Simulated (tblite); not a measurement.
H₁₄NPSi₅.
Structure used (GFN2-xTB), in Å, numbered top down from 1:
```xyz
21
H14NPSi5 angstrom
Si     3.6106    0.7534   -0.4915
Si     2.7688   -1.2697    0.2805
P      0.7963   -1.1390    1.3138
Si    -0.4418   -0.4627   -0.3969
N     -1.9732    0.1257    0.1554
Si    -2.2802    0.3759    1.8597
Si    -3.1825    0.3596   -1.0797
H      3.1827    1.0777   -1.8567
H      3.2099    1.8934    0.3423
H      5.0756    0.7578   -0.5141
H      3.6495   -1.9165    1.2665
H      2.5778   -2.2557   -0.7940
H      1.0110    0.1147    1.8441
H     -0.6263   -1.6381   -1.2553
H      0.2027    0.5996   -1.1880
H     -2.0575   -0.8702    2.5896
H     -1.3887    1.4411    2.3307
H     -3.6738    0.7979    1.9635
H     -3.7343   -0.9417   -1.4617
H     -2.5261    0.9807   -2.2290
H     -4.2094    1.2330   -0.5249
```

Level: GFN2-xTB in tblite, geometry and Hessian alike; calculated harmonic values, unscaled, isolated species. Against measured fundamentals such values can be off by several per cent, at times by over 20. Modes of hydrogen on phosphorus and silicon can be 10 to 20 % off. One conformer, not necessarily the lowest. The optimisation stopped once no atom felt more than 0.01 eV/Å.

Lowest wavenumbers of the output (negative numbers stand for imaginary wavenumbers):
```
mode    cm-1
  1     -24.2
  2      -9.2
  3       8.6
  4      26.6
  5      48.3
  6      70.2
  7      82.6
  8     107.2
```

Question: Is this structure a minimum?

Answer: Not by this Hessian. 1 mode is imaginary beyond 20i (24i cm⁻¹), and 1 more slightly so (9.2i). The curvature is small, so loose convergence or finite differences may be the whole cause.

Question: Which atoms move in the imaginary modes?

Answer: 24i: H19 (Si–H hydrogen) 35 %, H20 (Si–H hydrogen) 27 %, H21 (Si–H hydrogen) 26 %; 9i: P3 (three-coordinate phosphorus) 20 %, H9 (Si–H hydrogen) 18 %, Si1 (SiH3 silicon) 17 %, H10 (Si–H hydrogen) 16 %. These are shares of the mass-weighted motion.

Question: What is the remedy?

Answer: Step along such a mode in both directions, optimise again with tighter thresholds and repeat the frequencies. The zero-point energy of this point (75.6 kcal/mol) counts the 55 real modes alone, and thermal corrections from it aren't those of a minimum.
